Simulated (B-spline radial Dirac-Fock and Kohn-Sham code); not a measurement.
**The L2-M45M45 Auger spectrum of Ag⁺**

System: silver as Ag⁺, [Kr] 4d10, inside a Watson sphere of charge -1 and radius 2.2 Å (a model of the Madelung potential; inside it an electron's potential energy is raised by 6.5 eV).

Input of the calculation (task.json; shells as n, l, electrons):

```json
{"items": [{
  "Z": 47,
  "q": 1,
  "cfg": [[1, 0, 2], [2, 0, 2], [2, 1, 6], [3, 0, 2], [3, 1, 6], [3, 2, 10], [4, 0, 2], [4, 1, 6], [4, 2, 10]],
  "A": 107,
  "rrms": 4.5454,
  "watson": [-1, 2.2],
  "do": ["binding", "quiet", "double"]
}]}
```

Command: `python xray_run.py task.json out`

Method: Dirac-Fock (average of configuration) total-energy differences with a finite nucleus, the Breit interaction including its frequency dependence, and self-energy and vacuum-polarisation corrections. Computed with a radial finite-basis atomic code. The two-hole levels come from diagonalising the Coulomb interaction among the jj configurations; intensities are independent-particle Coulomb rates. Kinetic energies are from the vacuum level. Correlation and solid-state effects are left out.

```
kinetic energy (eV)  J  leading jj holes (weight)  leading LS term (weight)  intensity (%)
             2714.9  0                M4M4 (0.75)                ¹S0 (0.87)            2.3
             2729.6  2                M4M4 (0.76)                ¹D2 (0.53)           14.1
             2730.8  4                M4M5 (0.92)                ¹G4 (0.97)           67.0
             2732.2  1                M4M5 (1.00)                ³P1 (1.00)            1.1
             2733.3  0                M5M5 (0.75)                ³P0 (0.87)            0.0
             2735.2  2                M4M5 (0.66)                ³P2 (0.54)            4.7
             2739.5  3                M4M5 (1.00)                ³F3 (1.00)            8.4
             2740.2  2                M5M5 (0.86)                ¹D2 (0.46)            0.5
             2744.9  4                M5M5 (0.92)                ³F4 (0.97)            1.8
```

The strongest line, by its leading LS label ¹G4, lies at 2730.8 eV. The mean weight of the leading component is 0.85 in jj and 0.80 in LS coupling, so jj labels describe these levels better.
